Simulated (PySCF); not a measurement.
## Solvent effects on NMR parameters

Bonds (- single, = double, # triple, : aromatic): C1-C2, C2-C3, C2=C4, C4-C5, C5-C6, C5-C7. C1 carries H8, H9, H10; C3 carries H11, H12, H13; C4 carries H14; C5 carries H15; C6 carries H16, H17, H18; C7 carries H19, H20, H21.

GIAO PBE0/pcSseg-1 in PySCF 2.14 on one PBE0-D3(BJ)/def2-SVP conformer, non-relativistic, equivalent nuclei averaged. Solvents enter as an IEF-PCM continuum (chloroform with ε = 4.7, methanol with ε = 32.6) around the gas-phase geometry. Shifts are referred to TMS computed in the same medium.

Gas phase, δ in ppm: C4 141.5, C2 136.1, C5 30.3, C1 28.4, C6/C7 24.8, C3 19.1, H14 5.13, H15 2.39, H8/H9/H10 1.70, H11/H12/H13 1.68, H16/H17/H18/H19/H20/H21 0.93. Dipole moment 0.39 D.

Question: How does each δ change in the continuum?

Answer: 
| atoms | environment | Δδ, chloroform | Δδ, methanol |
| --- | --- | --- | --- |
| C4 | alkene CH | +0.3 | +0.4 |
| C2 | fully substituted alkene carbon | +1.9 | +2.7 |
| C5 | allylic sp3 CH | +0.4 | +0.5 |
| C1 | allylic methyl carbon | +0.2 | +0.2 |
| C6/C7 | methyl carbon | +0.2 | +0.3 |
| C3 | allylic methyl carbon | +0.3 | +0.4 |
| H14 | hydrogen on an alkene CH | +0.04 | +0.07 |
| H15 | hydrogen on an allylic sp3 CH | +0.07 | +0.10 |
| H8/H9/H10 | hydrogen on an allylic methyl carbon | +0.03 | +0.05 |
| H11/H12/H13 | hydrogen on an allylic methyl carbon | +0.04 | +0.06 |
| H16/H17/H18/H19/H20/H21 | hydrogen on a methyl carbon | -0.01 | -0.01 |

Changes are relative to the gas phase. The dipole moment becomes 0.48 D in chloroform, 0.52 D in methanol.

Question: Which nuclei move most (in ppm), and what does the model miss?

Answer: C2 (fully substituted alkene carbon, +2.7 ppm) in methanol. A continuum only polarises the solute; specific hydrogen bonds, the anisotropy of aromatic solvents and changes of geometry or conformer are outside it.
